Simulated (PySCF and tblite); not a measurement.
Results of a calculation; reference values are marked as such.
C₅H₉NO, numbered as in [CH3:1][O:2][CH2:3][CH2:4][CH2:5][C:6]#[N:7].

Search: ETKDG and KDG, MMFF94s, GFN2-xTB, 150 starts; geometries at PBE0-D3(BJ)/def2-SVP. Energies: B3LYP-D3(BJ)/def2-TZVP (IEF-PCM, chloroform), with GFN2-xTB thermal terms (modes under about 100 cm⁻¹ blended into free rotors). Symmetry numbers and mirror images are counted. Conformers within 3 kcal/mol (GFN2-xTB free energy) were kept, 8 at most. Codes: tblite and PySCF.

Rotational constants are equilibrium values for the commonest isotopes; dipoles come from the energy level named and are polarised by its solvent model.

Torsions listed: C1–O2–C3–C4, O2–C3–C4–C5, C3–C4–C5–C6. Of a mirror pair one member is shown.

```csv
conformer,shape,symmetry
1,"175°, -58°, -63°",C1 (pair)
2,"179°, -58°, 178°",C1 (pair)
3,"177°, 177°, 61°",C1 (pair)
4,"76°, 55°, -175°",C1 (pair)
5,"77°, 56°, 66°",C1 (pair)
6,"79°, 176°, 63°",C1 (pair)
```

Not shown: 2 more, 2.4 % in all.

Problem. Give the rotational constants and dipole components.

Solution. 
```csv
conformer,A (MHz),B (MHz),C (MHz),abs μa (D),abs μb (D),abs μc (D),κ,Ic−Ia−Ib (u Å²)
1,4476,1511,1294,3.01,3.25,0.42,-0.86,-57.0
2,9827,1016,964,5.84,1.09,1.72,-0.99,-24.5
3,5986,1180,1036,2.17,3.16,1.56,-0.94,-24.6
4,6543,1170,1096,4.61,1.45,0.24,-0.97,-48.1
5,5863,1346,1288,4.37,4.18,0.27,-0.97,-69.4
6,5430,1265,1133,1.62,3.30,1.15,-0.94,-46.5
```

The cap on conformers cut off some of the population, so the set may be incomplete.
